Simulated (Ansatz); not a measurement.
```yaml
crystal:
  periodic: [false, false, false]
  atoms:
    - {symbol: C, position_ang: [-1.149999, 0.795069, 0.531377]}
    - {symbol: N, position_ang: [0.096260, 0.160529, 0.171165]}
    - {symbol: Si, position_ang: [1.539434, 0.527138, 1.030674]}
    - {symbol: C, position_ang: [-0.045537, -1.086422, -0.560153]}
    - {symbol: N, position_ang: [-0.574911, -0.984052, -1.896656]}
    - {symbol: H, position_ang: [-0.963121, 1.733449, 1.057863]}
    - {symbol: H, position_ang: [-1.769849, 0.161395, 1.183476]}
    - {symbol: H, position_ang: [-1.742100, 1.040944, -0.357460]}
    - {symbol: H, position_ang: [1.623900, 2.002662, 1.198703]}
    - {symbol: H, position_ang: [2.683598, 0.015019, 0.231896]}
    - {symbol: H, position_ang: [1.638929, -0.072997, 2.397774]}
    - {symbol: H, position_ang: [-0.694140, -1.781890, -0.008009]}
    - {symbol: H, position_ang: [0.942588, -1.551712, -0.621191]}
    - {symbol: H, position_ang: [-0.058476, -0.298379, -2.433750]}
    - {symbol: H, position_ang: [-1.548475, -0.711553, -1.896310]}
basis:
  gaussian: {orbitals: STO-3G}
magnetization: {spin_polarized: true, initial_magnetization: 2}
hamiltonian: {xc: {name: B97M-V}}
kpoints: {mp_grid: {grid: [2, 2, 2]}}
output: {forces: true}
```

```sh
$ ansatz run in.yaml --threads 4 --pin off --events-out ev --progress --plain --max-ram 10444MiB
```

Shortened log:

```
Error: invalid value for `basis.gaussian`: such a run doesn't read kpoints; remove what it names
```

(1) What is wrong with this run?

## Answers

(1) The input holds a key that doesn't belong there. The program refused the input.
